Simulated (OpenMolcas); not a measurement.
An OpenMolcas run meant for Ta+ (ANO-R3, X2C; inactive shells 1s 2s 2p 3s 3p 3d 4s 4p 4d 4f 5s 5p; intended active space 4 electrons in 6 orbitals (5d 6s)). One step of its input:

```
&RASSCF
FileOrb=start.orb
Symmetry=1
Spin=5
nActEl=4 0 0
Inactive=15 19
Ras2=6 0
CIRoot=15 15 1
SDav=15
CIMx=300
Iter=55 100
PrWF=0.3
OrbListing=Nothing
MaxOrb=0
Atom
Thrs=1.0e-2 5.0e-1 5.0e-1
```

The run finished. Its levels beside those of a sound run (CASSCF), in cm-1 above each run's lowest level:

```json
{"Level": "5d3 6s 5F1", "This run": "0.0", "Usual run": "0.0"}
{"Level": "5d3 6s 5F2", "This run": "1066", "Usual run": "1075"}
{"Level": "5d3 6s 5F3", "This run": "2623", "Usual run": "2653"}
{"Level": "5d3 6s 5F4", "This run": "4480", "Usual run": "4517"}
{"Level": "5d3 6s 5F5", "This run": "6397", "Usual run": "6418"}
{"Level": "5d3 6s 3P0(1)", "This run": "7064", "Usual run": "6639"}
{"Level": "5d3 6s 3P1(1)", "This run": "7899", "Usual run": "7448"}
{"Level": "5d3 6s 3P2(1) [60 %]", "This run": "8916", "Usual run": "8103"}
{"Level": "5d3 6s 5P1", "This run": "12720", "Usual run": "12807"}
{"Level": "5d3 6s 5P3", "This run": "14474", "Usual run": "14528"}
{"Level": "5d4 5D0", "This run": "14569", "Usual run": "14874"}
{"Level": "5d4 5D1", "This run": "14979", "Usual run": "15267"}
{"Level": "5d3 6s 3G3", "This run": "16105", "Usual run": "15480"}
{"Level": "5d4 5D3", "This run": "16947", "Usual run": "17273"}
```

Which setting is unsound, and how much does it matter here?

The convergence thresholds are far too loose, so the orbitals stop early. Against the sound run the excited levels shown move by 270 cm-1 on average and by 810 cm-1 at most.

Without dynamic correlation excited terms often stand tens of per cent too high (terms of higher spin than the ground term too low), and those without a measured partner can miss by more than the paired ones. Configurations are named by rounded mean occupations; where the s occupation lies near a half they are strongly mixed, a name can repeat and a true partner stay unpaired. A single d shell beside an s shell can misplace configurations of different d count against each other. No level of 5d2 6s2 was computed, though it lies in the active space (holds for this run). Levels of configurations outside the active space are missing.

A share in square brackets marks a mixed level and gives the weight of the term that names it, the lowest over the columns. A number in round brackets counts repeated terms of one configuration in the order of the reference energies.
